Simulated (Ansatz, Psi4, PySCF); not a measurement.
H4MgO2Si (SMILES [OH][Mg][O][SiH3]), singlet, geometry from GFN2-xTB (such geometries of metal compounds can be far from the true shape), atoms displaced at random by about 0.03 Å a coordinate. Base run: HF/6-31G, gradient (PySCF).

The PySCF input:
```python
from pyscf import gto, scf

mol = gto.M(
    atom='''
Mg    1.195739   -0.195875    0.817829
O     1.088183    1.002693    1.964035
H     0.318991    1.607501    1.929998
O     0.000050   -0.526091   -0.499117
Si   -1.306361   -0.085767   -1.362383
H    -2.433614   -0.237468   -0.517140
H    -1.345384   -1.181158   -2.367056
H    -1.145611    1.190143   -1.873628
''',
    basis='6-31g',
    charge=0,
    spin=0,
    verbose=4,
)

mf = scf.RHF(mol)
mf.kernel()
g = mf.nuc_grad_method()
grad = g.kernel()
```

Programs used: Ansatz (a first-principles code), Psi4, PySCF; a row that names a program was run with it.

The coordinate followed is y of atom 3.

Each row names what was changed in the base input (with any setting that the change needs).

```
change                                                  dE/dx (Eh/bohr)  net force (Eh/bohr)
------------------------------------------------------  ---------------  -------------------
base                                                           0.010475             0.000000
density fitting = on; auxbasis_response = off                  0.010477             0.001154
code = psi4                                                    0.010482             0.000000
finite difference step (bohr) = 0.05; conv_tol = 1e-11         0.010409                    -
conv_tol = 1e-11                                               0.010475             0.000000
finite difference step (bohr) = 1e-5; conv_tol = 1e-11         0.010475                    -
finite difference step (bohr) = 0.01; conv_tol = 1e-11         0.010472                    -
finite difference step (bohr) = 1e-3; conv_tol = 1e-11         0.010475                    -
density fitting = on                                           0.010487             0.000000
conv_tol = 1e-6                                                0.010475             0.000000
code = ansatz                                                  0.010478             0.000000
conv_tol = 1e-4                                                0.010502             0.000000
```

The net force is zero for an exact gradient.
